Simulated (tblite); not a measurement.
C6H5O3 (doublet state).
Numbering: `[O:1]=[c:2]1[c:3][c:4]([CH2:5][OH:6])[o:7][cH:8][cH:9]1` (hydrogens: H10, H11 on C5; H12 on O6; H13 on C8; H14 on C9)

Computed with GFN2-xTB (tblite), gas phase: L-BFGS steps from a force-field or distance-geometry start until the largest atomic force falls under 0.01 eV/Å.

Step 11: E = -747.2269 eV
```
atom  x, y, z in Å  |  force x, y, z in eV/Å
O1     -2.1092    1.9941   -1.1405    0.040  -0.372   0.150
C2     -1.4888    1.0614   -0.6765   -0.027   0.302  -0.087
C3     -0.0781    0.9270   -0.4657    0.082  -0.109   0.097
C4      0.5557   -0.1204    0.0522    0.027   0.121  -0.128
C5      2.0516   -0.1891    0.2461    0.126   0.159  -0.002
O6      2.7342    0.9392   -0.2181   -0.006   0.168   0.028
O7     -0.1118   -1.2519    0.4651    0.033   0.053  -0.017
C8     -1.4333   -1.2170    0.3185   -0.234   0.221  -0.089
C9     -2.1292   -0.1862   -0.1931   -0.038  -0.009   0.022
H10     2.4630   -1.0216   -0.3426   -0.119   0.017   0.216
H11     2.2607   -0.3512    1.3188   -0.040  -0.156  -0.111
H12     2.4227    1.7495    0.2152   -0.078  -0.297  -0.095
H13    -1.9302   -2.1129    0.6648    0.115  -0.080   0.032
H14    -3.2079   -0.2213   -0.2665    0.120  -0.019  -0.016
```

Step 12: E = -747.2372 eV
```
atom  x, y, z in Å  |  force x, y, z in eV/Å
O1     -2.1185    1.9876   -1.1399    0.028  -0.175   0.072
C2     -1.4868    1.0659   -0.6760   -0.035   0.070   0.000
C3     -0.0735    0.9375   -0.4643   -0.048  -0.095   0.061
C4      0.5614   -0.1107    0.0489   -0.014   0.096  -0.069
C5      2.0567   -0.1865    0.2485    0.010   0.068   0.003
O6      2.7531    0.9367   -0.2044   -0.012   0.040   0.012
O7     -0.1070   -1.2432    0.4648   -0.047   0.097  -0.064
C8     -1.4317   -1.2119    0.3172   -0.116   0.111  -0.032
C9     -2.1315   -0.1857   -0.1938    0.017   0.025   0.024
H10     2.4505   -1.0252   -0.3417   -0.038   0.021   0.185
H11     2.2499   -0.3691    1.3222    0.006  -0.083  -0.134
H12     2.4113    1.7481    0.1968   -0.087  -0.187  -0.036
H13    -1.9226   -2.1138    0.6635    0.141  -0.019   0.013
H14    -3.2120   -0.2301   -0.2640    0.196   0.032  -0.036
```

Step 13: E = -747.2422 eV
```
atom  x, y, z in Å  |  force x, y, z in eV/Å
O1     -2.1242    1.9827   -1.1394   -0.021   0.002  -0.005
C2     -1.4865    1.0686   -0.6753   -0.010  -0.090   0.062
C3     -0.0731    0.9426   -0.4626   -0.089   0.000   0.008
C4      0.5644   -0.1038    0.0465   -0.014   0.036  -0.009
C5      2.0592   -0.1840    0.2502   -0.064  -0.001  -0.010
O6      2.7656    0.9344   -0.1959   -0.038  -0.010   0.022
O7     -0.1053   -1.2365    0.4635   -0.056   0.086  -0.069
C8     -1.4315   -1.2079    0.3162    0.001   0.019   0.014
C9     -2.1320   -0.1843   -0.1940    0.047   0.037   0.025
H10     2.4426   -1.0263   -0.3383    0.016  -0.010   0.129
H11     2.2435   -0.3815    1.3221    0.029  -0.028  -0.102
H12     2.4027    1.7449    0.1849   -0.078  -0.114  -0.016
H13    -1.9154   -2.1145    0.6629    0.133   0.014   0.002
H14    -3.2107   -0.2350   -0.2630    0.145   0.061  -0.052
```

Step 14: E = -747.2452 eV
```
atom  x, y, z in Å  |  force x, y, z in eV/Å
O1     -2.1277    1.9791   -1.1387   -0.054   0.092  -0.043
C2     -1.4869    1.0689   -0.6738   -0.004  -0.112   0.065
C3     -0.0742    0.9458   -0.4616   -0.064   0.067  -0.021
C4      0.5658   -0.0988    0.0448   -0.023   0.001   0.020
C5      2.0596   -0.1828    0.2508   -0.091  -0.034  -0.018
O6      2.7719    0.9331   -0.1900   -0.017  -0.093  -0.008
O7     -0.1051   -1.2306    0.4613   -0.018   0.036  -0.044
C8     -1.4313   -1.2048    0.3158    0.083  -0.043   0.040
C9     -2.1314   -0.1829   -0.1935    0.045   0.037   0.023
H10     2.4382   -1.0275   -0.3338    0.046  -0.041   0.066
H11     2.2402   -0.3894    1.3201    0.035   0.004  -0.042
H12     2.3961    1.7407    0.1773   -0.101  -0.002   0.021
H13    -1.9085   -2.1146    0.6625    0.108   0.016   0.001
H14    -3.2072   -0.2366   -0.2634    0.055   0.071  -0.059
```

Q: Estimate the geometry and energy of step 15. (The exact step hangs on the optimiser's Hessian estimate; all steps are aligned on step 14, rigid shifts and turns removed.)

A: E = -747.2470 eV, largest force 0.194 eV/Å
```
atom  x, y, z in Å  |  force x, y, z in eV/Å
O1     -2.1327    1.9773   -1.1391   -0.062   0.103  -0.046
C2     -1.4897    1.0694   -0.6724    0.002  -0.057   0.038
C3     -0.0774    0.9513   -0.4606   -0.012   0.107  -0.032
C4      0.5662   -0.0915    0.0438   -0.013  -0.017   0.026
C5      2.0582   -0.1827    0.2522   -0.058  -0.066  -0.025
O6      2.7839    0.9272   -0.1806   -0.156   0.084   0.080
O7     -0.1035   -1.2237    0.4589    0.032  -0.014  -0.014
C8     -1.4286   -1.2021    0.3157    0.112  -0.057   0.041
C9     -2.1297   -0.1816   -0.1926    0.030   0.016   0.026
H10     2.4330   -1.0290   -0.3305    0.050  -0.073   0.020
H11     2.2353   -0.4002    1.3193    0.028   0.035  -0.004
H12     2.3858    1.7386    0.1657    0.007  -0.132  -0.055
H13    -1.8989   -2.1145    0.6619    0.074  -0.001   0.008
H14    -3.2027   -0.2390   -0.2639   -0.033   0.072  -0.062
```

The energy changes by -0.0017 eV. The first-order estimate −F·Δx gives -0.0034 eV and the mean of the old and new forces, exact on a quadratic surface, -0.0017 eV. The step makes an angle of 72° with the force vector and moves no atom by more than 0.016 Å.

What follows is the cost of the whole relaxation. Time: 0.38 s of wall time. Hardware: one thread, Arm Neoverse V2 (aarch64) (shared host).
